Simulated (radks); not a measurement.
Problem. Excited configurations of Pm: one electron is placed in a higher orbital outside [Xe] 4f5 6s1. The ground configuration is [Xe] 4f5 6s2. All-electron calculation, scalar-relativistic Kohn-Sham, PBE, spin-polarised, spherical densities, finite nucleus; open shells are filled with parallel spins first (spin-orbit coupling, left out, can overturn this in heavy ions); Fermi nuclear charge, rms radius 4.962 fm. Program: a radial shooting solver on a logarithmic mesh with Libxc functionals. Excitation = E - E(ground); binding = E(ion) - E, where the ion is the core of charge +1; n* = 1/sqrt(2 binding) in atomic units, and the quantum defect is n - n*.

| outer orbital | excitation (eV) | binding (eV) | n* | quantum defect | eigenvalue (eV) | <r> (bohr) |
|---|---|---|---|---|---|---|
| 5d | 1.111 | 4.403 | 1.758 | 3.242 | -1.508 | 3.548 |
| 6p | 1.747 | 3.766 | 1.901 | 4.099 | -2.036 | 5.606 |
| 6d | 3.943 | 1.570 | 2.944 | 3.056 | -0.792 | 11.21 |
| 7s | 3.296 | 2.217 | 2.477 | 4.523 | -1.370 | 10.10 |
| 7p | 3.850 | 1.664 | 2.860 | 4.140 | -1.010 | 12.74 |

Estimate the row for 7d.

Solution. excitation (eV) 4.512; binding (eV) 1.001; n* 3.686; quantum defect 3.314; eigenvalue (eV) -0.590; <r> (bohr) 20.46. The Delta-SCF ionisation energy is 5.513 eV (NIST Atomic Spectra Database: 5.582 eV, measured). Self-interaction in the functional shifts the binding energies and quantum defects, so they are the method's values and not measured ones. Open shells are spherical and high-spin; term and fine-structure splittings are not resolved. Spin-orbit splitting is averaged out at the scalar-relativistic level.
